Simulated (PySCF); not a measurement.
Compound: C5H7F2S (doublet state).
Z-matrix (Å and degrees, GFN2-xTB geometry), rows numbered from 1:
```
C 
S   1  1.6938
C   2  1.7677  1  105.73
C   3  1.4897  2  117.90  1     5.90
C   3  1.3388  2  119.71  1  -174.08
C   5  1.4895  3  125.35  2     0.38
F   6  1.3612  5  110.77  3  -122.74
F   6  1.3626  5  110.83  3   120.78
H   1  1.0713  2  114.22  3  -173.12
H   1  1.0696  2  121.65  3    30.63
H   4  1.0863  3  110.12  2   169.15
H   4  1.0901  3  110.56  2   -71.28
H   4  1.0894  3  110.36  2    48.55
H   5  1.0796  3  120.30  2  -179.40
H   6  1.0992  5  114.17  3    -0.95
```

The hyperfine couplings belong to this conformer and change with its torsions.

As a line formula: `FC(F)/C=C(/C)S[CH2]` [radical].

Computed with PySCF, UKS B3LYP, pcH-1 on C F H S, non-relativistic, mean-field spin-orbit, GIAO. The structure is a single GFN2-xTB conformer in the gas phase; no vibrational or solvent corrections. A GFN2-xTB geometry isn't a minimum of the functional, and hyperfine couplings can be far from their values at a DFT geometry. No stability test was run, so a lower SCF solution isn't excluded.

(1) Predict the first-order ENDOR lines of F7/F8, H9, H10, H14 and H11/H12/H13 under fast tumbling at B = 339.7 mT (X band).

(2) Which pairs are centred on the nuclear Larmor frequency, and which on half the coupling?

(3) At what field would the lower line of H14 fall to zero frequency?

Results:

(1) ν± = |νn ± a/2|, one line for each electron-spin manifold; νn = |g_N| × 7.62259 MHz/T × B.

| nuclei | isotope | g_N | νn (MHz) | a_iso (MHz) | lower line (MHz) | upper line (MHz) |
| --- | --- | --- | --- | --- | --- | --- |
| F7/F8 | 19F | 5.2577 | 13.61 | 17.58 | 4.82 | 22.41 |
| H9 | 1H | 5.5857 | 14.46 | -50.38 | 10.72 | 39.65 |
| H10 | 1H | 5.5857 | 14.46 | -33.13 | 2.10 | 31.03 |
| H14 | 1H | 5.5857 | 14.46 | -9.10 | 9.91 | 19.01 |
| H11/H12/H13 | 1H | 5.5857 | 14.46 | -4.38 | 12.27 | 16.65 |

(2) Centred on νn, since |a| < 2νn: F7/F8, H14 and H11/H12/H13. Centred on |a|/2 and split by 2νn: H9 and H10.

(3) Where νn = |a|/2, that is B = 4.55 MHz/(5.5857 × 7.62259 MHz/T) = 107 mT, as far as first order holds there.

Means are taken over nuclei equivalent by connectivity, which assumes that they swap fast. H9 and H10 aren't averaged: C1 is flat or nearly so (angle sum 356°), and its turn about the short C1–S2 bond (1.69 Å) is taken as slow. The three 1H nuclei of mean -4.4 MHz run from -7.1 to -1.3 MHz in the frozen geometry. The 19F value of +17.6 MHz is a mean of couplings from 13.8 to 21.4 MHz in this one geometry, not an average over conformers.

The run took 93 s wall (grids of density and orbitals included) on an Arm Neoverse V1 with one thread (shared host), and the process peaked at 0.97 GiB of memory.
